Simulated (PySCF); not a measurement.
Species: `C(#C[Si@@H]([SiH](C)C)P)C`. The columns A, B, C and D hold Mulliken, IAO, Hirshfeld and ESP-fitted charges (e) of one PBE0/pcSseg-1 density (PySCF), in a shuffled order. Coordinates in Å (GFN2-xTB); the density's dipole moment is (0.88, -1.36, 2.23) D.

```json
{"atom": "C1", "x": "3.242", "y": "-0.164", "z": "1.898", "A": "-0.094", "B": "-0.439", "C": "-0.555", "D": "-0.162"}
{"atom": "C2", "x": "2.320", "y": "0.104", "z": "0.817", "A": "-0.030", "B": "-0.006", "C": "+0.243", "D": "-0.179"}
{"atom": "C3", "x": "1.558", "y": "0.311", "z": "-0.096", "A": "-0.190", "B": "-0.374", "C": "-0.468", "D": "-0.364"}
{"atom": "Si4", "x": "0.311", "y": "0.707", "z": "-1.408", "A": "+0.222", "B": "+0.432", "C": "+0.205", "D": "+0.271"}
{"atom": "P5", "x": "0.003", "y": "2.945", "z": "-1.488", "A": "-0.033", "B": "-0.102", "C": "-0.414", "D": "-0.198"}
{"atom": "Si6", "x": "-1.710", "y": "-0.392", "z": "-1.001", "A": "+0.292", "B": "+0.650", "C": "+0.683", "D": "+0.493"}
{"atom": "C7", "x": "-1.398", "y": "-2.269", "z": "-0.971", "A": "-0.213", "B": "-0.705", "C": "-0.666", "D": "-0.608"}
{"atom": "C8", "x": "-2.423", "y": "0.131", "z": "0.689", "A": "-0.212", "B": "-0.703", "C": "-0.590", "D": "-0.612"}
{"atom": "H9", "x": "2.746", "y": "-0.752", "z": "2.671", "A": "+0.063", "B": "+0.174", "C": "+0.189", "D": "+0.151"}
{"atom": "H10", "x": "4.101", "y": "-0.723", "z": "1.527", "A": "+0.064", "B": "+0.175", "C": "+0.193", "D": "+0.154"}
{"atom": "H11", "x": "3.590", "y": "0.772", "z": "2.334", "A": "+0.063", "B": "+0.174", "C": "+0.181", "D": "+0.152"}
{"atom": "H12", "x": "0.984", "y": "0.397", "z": "-2.685", "A": "-0.076", "B": "-0.093", "C": "-0.014", "D": "-0.018"}
{"atom": "H13", "x": "1.339", "y": "3.249", "z": "-1.322", "A": "-0.008", "B": "+0.004", "C": "+0.168", "D": "+0.065"}
{"atom": "H14", "x": "-0.245", "y": "3.074", "z": "-0.135", "A": "-0.013", "B": "-0.005", "C": "+0.126", "D": "+0.054"}
{"atom": "H15", "x": "-2.736", "y": "-0.123", "z": "-2.029", "A": "-0.082", "B": "-0.116", "C": "-0.177", "D": "-0.046"}
{"atom": "H16", "x": "-0.661", "y": "-2.533", "z": "-0.218", "A": "+0.040", "B": "+0.156", "C": "+0.166", "D": "+0.142"}
{"atom": "H17", "x": "-2.307", "y": "-2.821", "z": "-0.750", "A": "+0.042", "B": "+0.155", "C": "+0.170", "D": "+0.140"}
{"atom": "H18", "x": "-1.026", "y": "-2.622", "z": "-1.928", "A": "+0.041", "B": "+0.156", "C": "+0.137", "D": "+0.140"}
{"atom": "H19", "x": "-3.352", "y": "-0.384", "z": "0.915", "A": "+0.044", "B": "+0.157", "C": "+0.145", "D": "+0.143"}
{"atom": "H20", "x": "-2.625", "y": "1.198", "z": "0.712", "A": "+0.039", "B": "+0.154", "C": "+0.147", "D": "+0.140"}
{"atom": "H21", "x": "-1.722", "y": "-0.087", "z": "1.491", "A": "+0.040", "B": "+0.156", "C": "+0.134", "D": "+0.142"}
```

Task: Which column most likely holds the ESP-fitted charges?

Result: C. Σ q r misses the density's dipole by 0.07 D (C), 1.23 D (D), 2.06 D (A), 2.97 D (B). Charges fitted to the outside potential are the only set here that is tied to the molecule's multipoles.

Task: And the Hirshfeld charges?

Result: A. The mean sizes are 0.090 e (A), 0.208 e (D), 0.242 e (B), 0.275 e (C), and Hirshfeld charges are commonly the smallest of these schemes.

As computed, A = Hirshfeld, B = IAO, C = ESP-fitted, D = Mulliken. Hydrogens on carbon: Hirshfeld +0.04 to +0.06, IAO +0.15 to +0.18, ESP-fitted +0.13 to +0.19, Mulliken +0.14 to +0.15 e.

The Mulliken scheme counts on each atom the diagonal of the density matrix times the overlap matrix over that atom's basis functions. The Hirshfeld scheme divides the density at each point in proportion to the densities of the neutral, spherically averaged free atoms.

Isolated species at its GFN2-xTB geometry (one conformer only).

Conformer computed: `[CH3:1][C:2]#[C:3][Si@H:4]([PH2:5])[SiH:6]([CH3:7])[CH3:8]`: C3–Si4–Si6–C7 -59°, H–P5–Si4–C3 40°, H–P5–Si4–C3 -52°.
